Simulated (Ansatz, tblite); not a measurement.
Breaking a bond: SMILES CO[Si](C)(OC)OC. The C1–H20 bond (C1 also carries H, H, O; H20 carries nothing else) is varied alone, starting from the PBE0/def2-SVP optimised geometry.

Levels: GFN2-xTB, 300 K electronic temperature (tblite); UKS-PBE0 = unrestricted PBE0/def2-SVP in Ansatz (a first-principles code).

Energies relative to the lowest point of each curve near equilibrium, in kJ/mol; the last columns give the difference from UKS-PBE0:

| R / Å | GFN2-xTB | UKS-PBE0 | GFN2-xTB − UKS-PBE0 |
|---|---|---|---|
| 0.91 | 74.1 | 88.3 | -14.2 |
| 0.97 | 28.4 | 37.0 | -8.6 |
| 1.03 | 6.2 | 9.9 | -3.7 |
| 1.08 | 0.1 | 0.9 | -0.8 |
| 1.10 | 0.0 | 0.0 | 0.0 |
| 1.14 | 3.1 | 1.9 | 1.2 |
| 1.17 | 7.7 | 6.1 | 1.6 |
| 1.25 | 27.0 | 25.8 | 1.2 |
| 1.32 | 49.2 | 49.9 | -0.7 |
| 1.44 | 92.9 | 99.2 | -6.3 |
| 1.60 | 156.4 | 170.0 | -13.6 |
| 1.81 | 237.2 | 259.2 | -22.0 |
| 2.06 | 320.5 | 349.5 | -29.0 |
| 2.32 | 389.3 | 401.0 | -11.7 |
| 2.70 | 458.5 | 430.4 | 28.1 |
| 3.18 | 504.6 | 440.9 | 63.7 |

GFN2-xTB is furthest from UKS-PBE0 at 3.18 (63.7 kJ/mol, above); its mean absolute difference over the points is 12.9 kJ/mol.

The unrestricted determinant behind UKS-PBE0 is spin-contaminated at 2.06 to 3.18 Å (<S²> up to 1.0, against 0.00 for a pure singlet).
